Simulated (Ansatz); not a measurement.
Cartesian coordinates in Å:
```
N -0.5807 0.1536 1.5617
Si -0.2506 -1.4354 1.0012
C 0.4497 0.0396 -1.2444
O 0.2876 -1.1641 -0.5371
H -0.9306 0.2969 2.4962
H -0.4701 1.0257 1.0659
H 1.1655 0.7035 -0.7468
H 0.8319 -0.1898 -2.2408
H -0.5027 0.5701 -1.3560
```

Total charge 0; spin multiplicity 1. The bonds changed during the relaxation, so this is another structure than the one it started from.

Q: List the r2SCAN/def2-TZVPP orbital energies in eV (Ansatz 0.2.0). (Best estimate.)

A: The calculation gave: Occupied: -1791.07, -515.80, -385.14, -274.44, -141.34, -96.29, -96.22, -96.10, -26.64, -22.37, -17.93, -13.46, -12.91, -11.74, -11.54, -11.08, -7.78, -7.59, -6.91, -5.78. Lowest empty: -1.30, 0.32, 0.96, 2.15, 2.64, 3.00, 3.23, 3.31.
